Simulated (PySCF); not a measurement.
A PySCF script (with the pyscf-properties extension) for the NMR shieldings of `InChI=1S/C8H13ClO/c1-3-6-4-5-8(6,2)7(9)10/h6H,3-5H2,1-2H3/t6-,8+/m1/s1`, on a GFN2-xTB geometry:

```python
import basis_set_exchange as bse
import numpy as np
from pyscf import gto, dft
from pyscf.prop import nmr

atoms = """
C     2.350170    0.672815    0.520542
C     1.648352   -0.132339   -0.568218
C     0.336570   -0.732417   -0.086896
C    -0.497970   -1.533724   -1.097978
C    -1.763686   -0.830015   -0.594456
C    -0.903164    0.189277    0.184053
C    -1.258190    0.374060    1.656019
C    -0.770486    1.538781   -0.440455
O    -0.561204    2.569037    0.109511
Cl   -0.928209    1.556190   -2.210563
H     2.521705    0.057629    1.401731
H     1.750975    1.531725    0.810963
H     3.311012    1.034517    0.162798
H     2.292855   -0.958203   -0.882901
H     1.479516    0.499425   -1.441327
H     0.529902   -1.317322    0.815408
H    -0.259856   -1.276099   -2.127025
H    -0.470240   -2.615018   -0.984451
H    -2.350864   -1.445110    0.083356
H    -2.417857   -0.417741   -1.357570
H    -2.215394    0.882348    1.752070
H    -0.501796    0.972106    2.158047
H    -1.326894   -0.592939    2.147420
"""
names = dict.fromkeys(["C", "O", "Cl", "H"], "pcSseg-1")
basis = {el: gto.basis.parse(bse.get_basis(n, elements=[el], fmt="nwchem")) for el, n in names.items()}
mol = gto.M(atom=atoms, basis=basis, charge=0, verbose=0)
mf = dft.RKS(mol, xc="PBE0")
mf.grids.level = 2
mf.grids.alignment = dft.numint.BLKSIZE   # the property module wants whole blocks of grid points
mf.conv_tol = 1e-9
mf.kernel()

calc = nmr.RKS(mf)   # GIAO
C = mf.mo_coeff
Co = C[:, mf.mo_occ > 0]
resp = mf.gen_response(singlet=True, hermi=2)
def vind(x):   # induced exchange potential for any number of trial vectors
    d = np.einsum("pi,xij,qj->xpq", C, 2 * x.reshape(-1, C.shape[1], Co.shape[1]), Co, optimize=True)
    return np.einsum("xpq,pi,qj->xij", resp(d - d.transpose(0, 2, 1)), C, Co, optimize=True).ravel()
mo1, _ = nmr.rhf.solve_mo1(calc, with_cphf=vind)
sigma = calc.kernel(mo1)
for i, s in enumerate(sigma):   # ppm
    print("%2d %-2s %9.2f" % (i, mol.atom_pure_symbol(i), np.trace(s) / 3))
```

Q: What are the results?

A: 
```
 0 C     172.93
 1 C     156.39
 2 C     136.93
 3 C     163.86
 4 C     156.47
 5 C     131.50
 6 C     157.22
 7 C      -3.48
 8 O    -266.95
 9 Cl    492.52
10 H      31.11
11 H      30.63
12 H      30.71
13 H      30.28
14 H      29.80
15 H      29.64
16 H      29.53
17 H      29.70
18 H      29.90
19 H      29.00
20 H      30.40
21 H      29.87
22 H      30.70
```

These numbers come from an equivalent density-fitted implementation of the same equations, which agrees with the script to about 0.01 ppm for H and up to a few tenths of a ppm for heavy atoms, so last digits may differ.

Q: Turn these shieldings into chemical shifts. δ = σ(ref) − σ, references computed at the same level: 13C (186.93 ppm), 1H (31.72 ppm) vs TMS; H2O for 17O (336.08 ppm); HCl for 35Cl (949.78 ppm).

A: Averaging equivalent atoms: C 7: 190.4; C 5: 55.4; C 2: 50.0; C 1: 30.5; C 4: 30.5; C 6: 29.7; C 3: 23.1; C 0: 14.0; O 8: 603.0; Cl 9: 457; H 19: 2.71; H 16: 2.19; H 15: 2.08; H 17: 2.01; H 14: 1.92; H 18: 1.82; H 13: 1.43; H 20/21/22: 1.39; H 10/11/12: 0.90 ppm. Unscaled 17O shifts of doubly bonded oxygen tend to come out too high, by tens of ppm or more. Experimental scales use liquid or dissolved standards, which lie at an offset from isolated H2O (liquid H2O: subtract about 36 ppm).

Size and cost of the density-fitted run: 242 basis functions, roughly 2.7 core-minutes.
